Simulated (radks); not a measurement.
Values are calculated unless marked as measured or tabulated.
Trend from Mg to Ar: ionisation energy by Delta-SCF between NIST ground configurations, and size. Code: a radial shooting solver on a logarithmic mesh with Libxc functionals. Model: scalar-relativistic Kohn-Sham, PBEsol, spin-polarised, spherical densities, point nucleus; open shells are filled with parallel spins first.

| species | configuration | configuration of the ion | IE (eV) | NIST (eV) | kind | -e(HOMO) (eV) | r at 0.001 e/bohr^3 (bohr) |
|---|---|---|---|---|---|---|---|
| Mg | [Ne] 3s2 | [Ne] 3s1 | 7.538 | 7.646 | exp. | 4.679 (3s) | 4.53 |
| Al | [Ne] 3s2 3p1 | [Ne] 3s2 | 5.927 | 5.986 | exp. | 2.984 (3p) | 4.55 |
| Si | [Ne] 3s2 3p2 | [Ne] 3s2 3p1 | 8.227 | 8.152 | exp. | 4.586 (3p) | 4.41 |
| P | [Ne] 3s2 3p3 | [Ne] 3s2 3p2 | 10.492 | 10.487 | exp. | 6.242 (3p) | 4.22 |
| S | [Ne] 3s2 3p4 | [Ne] 3s2 3p3 | 10.214 | 10.360 | exp. | 5.965 (3p) | 4.07 |
| Cl | [Ne] 3s2 3p5 | [Ne] 3s2 3p4 | 13.023 | 12.968 | exp. | 8.095 (3p) | 3.90 |
| Ar | [Ar] | [Ne] 3s2 3p5 | 15.756 | 15.760 | exp. | 10.233 (3p) | 3.74 |

Reference values: NIST Atomic Spectra Database (exp. = measured, semi-emp. = semi-empirical, theory = theoretical value adopted there). Open shells are spherical and high-spin; term and fine-structure splittings are not resolved.
